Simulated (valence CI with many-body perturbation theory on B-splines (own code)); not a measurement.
**Tm⁶²⁺: calculated level list**

Computed by valence CI with perturbative core correlation (CI+MBPT): five valence electrons over a frozen Dirac-Fock core [He], a basis of 9 s, 9 p, 8 d, 6 f, 3 g, 1 h functions for each j, with the one-electron correlation potential Σ1 (screened to all orders), the two-electron term Σ2, the three-electron term Σ3, Breit, model QED; selected single and double excitations, second order for the rest (own B-spline code, finite nucleus).

The last digits are not significant, and no measured levels were compared; by estimate large intervals hold to a few tenths of a per cent, small ones and those within an open d or f shell to about a per cent. Among the levels kept, up to 1100 cm⁻¹ of a level comes from second order outside the variational space, and about a tenth of that is noise between levels of different J, which matters for small intervals.

Levels 46 to 74 of 74, with energies above the lowest level, (2s^2 2p1/2^2 2p3/2) J=3/2. "Leading %" is the weight of the configuration and term that name the level; weights of strongly mixed levels are sums over their largest components and can fall short. In the jj column 3d3/2^4 stands for four electrons in 3d with j = 3/2. Lifetimes count E1, E2, E3, M1 and M2 decay at the calculated energies, and are blank where another channel may lead or the interval is too uncertain; long ones can be off by a factor of two.

| No. | Configuration | Term | J | E (× 10³ cm⁻¹) | Leading % | g | Lifetime | Leading jj |
| --- | --- | --- | --- | --- | --- | --- | --- | --- |
| 46 | 2s2 2p2 3d | 4D | 1/2 | 73801 | 79 | 0.239 | 5.50 fs | 2s^2 2p1/2 2p3/2 3d3/2 (100 %) |
| 47 | 2s2 2p2 3d | 2G | 7/2 | 73899 | 53 | 1.008 | 59.2 fs | 2s^2 2p1/2 2p3/2 3d3/2 (98 %) |
| 48 | 2s2 2p2 3d | 2D | 5/2 | 74018 | 36 | 1.130 | 797 as | 2s^2 2p1/2 2p3/2 3d3/2 (97 %) |
| 49 | 2s2 2p2 3d | 2D | 3/2 | 74066 | 46 | 1.099 | 798 as | 2s^2 2p1/2 2p3/2 3d3/2 (97 %) |
| 50 | 2s2 2p2 3d | 2P | 1/2 | 74139 | 37 | 1.625 | 735 as | 2s^2 2p1/2 2p3/2 3d3/2 (97 %) |
| 51 | 2s2 2p2 3d | 4D | 7/2 | 74352 | 46 | 1.297 | 34.1 fs | 2s^2 2p1/2 2p3/2 3d5/2 (99 %) |
| 52 | 2s2 2p2 3d | 2P | 3/2 | 74496 | 39 | 1.323 | 1.14 fs | 2s^2 2p1/2 2p3/2 3d5/2 (98 %) |
| 53 | 2s2 2p2 3d | 2G | 9/2 | 74511 | 64 | 1.168 | 9.79 ps | 2s^2 2p1/2 2p3/2 3d5/2 (100 %) |
| 54 | 2s2 2p2 3d | 2F | 5/2 | 74514 | 44 | 1.137 | 893 as | 2s^2 2p1/2 2p3/2 3d5/2 (98 %) |
| 55 | 2s2 2p2 3d | 2D | 5/2 | 74643 | 60 | 1.242 | 636 as | 2s^2 2p1/2 2p3/2 3d5/2 (98 %) |
| 56 | 2s2 2p2 3d | 2F | 7/2 | 74706 | 69 | 1.122 | 573 as | 2s^2 2p1/2 2p3/2 3d5/2 (98 %) |
| 57 | 2s2 2p2 3d | 2D | 3/2 | 74750 | 57 | 0.962 | 856 as | 2s^2 2p1/2 2p3/2 3d5/2 (99 %) |
| 58 | 2s2 2p2 3d | 2P | 1/2 | 74789 | 58 | 1.203 | 805 as | 2s^2 2p1/2 2p3/2 3d5/2 (99 %) |
| 59 | 2s 2p3 3p | 4D | 7/2 | 75203 | 49 | 1.425 | 143 fs | 2s 2p1/2^2 2p3/2 3p3/2 (98 %) |
| 60 | 2s 2p3 3p | 4P | 3/2 | 75275 | 30 | 1.510 | 4.06 fs | 2s 2p1/2^2 2p3/2 3p3/2 (99 %) |
| 61 | 2s 2p3 3p | 4P | 5/2 | 75410 | 38 | 1.409 | 4.35 fs | 2s 2p1/2^2 2p3/2 3p3/2 (98 %) |
| 62 | 2s 2p3 3p | 2P | 1/2 | 75443 | 40 | 1.428 | 2.50 fs | 2s 2p1/2^2 2p3/2 3p3/2 (99 %) |
| 63 | 2s 2p3 3p | 2D | 5/2 | 75908 | 32 | 1.255 | 5.37 fs | 2s 2p1/2^2 2p3/2 3p3/2 (99 %) |
| 64 | 2s 2p3 3d | 4D° | 5/2 | 75952 | 30 | 1.245 | 8.96 fs | 2s 2p1/2^2 2p3/2 3d3/2 (99 %) |
| 65 | 2s 2p3 3d | 4D° | 3/2 | 75990 | 29 | 1.349 | 4.18 fs | 2s 2p1/2^2 2p3/2 3d3/2 (99 %) |
| 66 | 2s 2p3 3d | 4F° | 7/2 | 76015 | 24 | 1.230 | 96.7 fs | 2s 2p1/2^2 2p3/2 3d3/2 (96 %) |
| 67 | 2s 2p3 3d | 4P° | 1/2 | 76021 | 46 | 2.261 | 10.1 fs | 2s 2p1/2^2 2p3/2 3d3/2 (99 %) |
| 68 | 2s 2p3 3p | 2P | 3/2 | 76037 | 35 | 1.220 | 6.13 fs | 2s 2p1/2^2 2p3/2 3p3/2 (99 %) |
| 69 | 2s 2p3 3p | 4P | 1/2 | 76073 | 40 | 1.753 | 55.6 fs | 2s 2p1/2^2 2p3/2 3p3/2 (99 %) |
| 70 | 2s 2p3 3d | 4F° | 9/2 | 76537 | 50 | 1.330 | 8.97 ps | 2s 2p1/2^2 2p3/2 3d5/2 (100 %) |
| 71 | 2s 2p3 3d | 2D° | 3/2 | 76570 | 32 | 0.943 | 9.76 fs | 2s 2p1/2^2 2p3/2 3d3/2 (78 %) |
| 72 | 2s 2p3 3d | 2F° | 5/2 | 76646 | 36 | 0.928 | 48.2 fs | 2s 2p1/2^2 2p3/2 3d3/2 (97 %) |
| 73 | 2s 2p3 3d | 4D° | 1/2 | 76708 | 50 | 0.600 | 3.30 fs | 2s 2p1/2^2 2p3/2 3d3/2 (95 %) |
| 74 | 2s 2p3 3d | 4D° | 5/2 | 76726 | 31 | 1.319 | 1.05 fs | 2s 2p1/2^2 2p3/2 3d5/2 (97 %) |
